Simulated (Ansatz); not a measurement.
Consider the isomerisation: `C=C(F)O[SiH3]` → `F[C@H]1O[C@H]1[SiH3]`.

Computed with Ansatz on PBE0-D4/def2-TZVP structures; ΔE is electronic, products minus reactants. CCSD(T)/CBS is the MP2 limit (def2-TZVPP, def2-QZVPP) plus CCSD(T) − MP2 in def2-TZVPP, frozen cores. DFT in def2-TZVPP. B3LYP here is the variant with VWN-RPA as its local correlation; programs differ in this. Each species was taken in one conformer, which may not be the lowest.

`C=C(F)O[SiH3]`:

```xyz
10

C     0.286    2.097   -0.264
C    -0.091    0.872    0.056
F    -1.131    0.654    0.876
O     0.462   -0.258   -0.355
Si   -0.020   -1.807    0.049
H    -0.247    2.945    0.137
H     1.125    2.240   -0.925
H     0.935   -2.667   -0.682
H    -1.408   -2.056   -0.404
H     0.089   -2.021    1.511
```

`F[C@H]1O[C@H]1[SiH3]`:

Cartesian coordinates in Å:
```
F -1.810 0.194 1.029
C -0.807 -0.712 1.061
O -0.675 -1.494 -0.055
C 0.374 -0.515 0.231
Si 0.549 0.908 -0.987
H -0.782 -1.212 2.026
H 1.294 -0.978 0.590
H 1.388 1.956 -0.348
H -0.779 1.450 -1.351
H 1.247 0.404 -2.197
```

```csv
level,ΔE (kcal/mol),difference from CCSD(T)/CBS
PBE-D4,34.1,-4.5
PBE0-D4,35.2,-3.4
B3LYP-D4,40.5,1.9
ωB97M-V,38.1,-0.5
B2PLYP,40.0,1.4
PBE,34.1,-4.5
r2SCAN,37.7,-0.9
PBE0,35.2,-3.4
MP2/def2-TZVPP,37.9,-0.7
SCS-MP2/def2-TZVPP,38.6,0.0
HF/def2-QZVPP,45.3,6.7
MP2/def2-QZVPP,38.3,-0.3
SCS-MP2/def2-QZVPP,38.9,0.3
HF/CBS(def2),45.3,6.7
MP2/CBS(def2),38.4,-0.2
CCSD/CBS(def2),39.3,0.7
CCSD(T)/CBS,38.6,0
```

Largest T1 diagnostic among the species: 0.013.

From PBE to PBE0 (25 % exact exchange), in def2-TZVPP and without D4, ΔE moves by +1.1 kcal/mol. In def2-TZVPP, CCSD(T) changes the Hartree–Fock value by −6.8 kcal/mol (the triples alone add −0.7 kcal/mol) and MP2 by −7.1 kcal/mol.
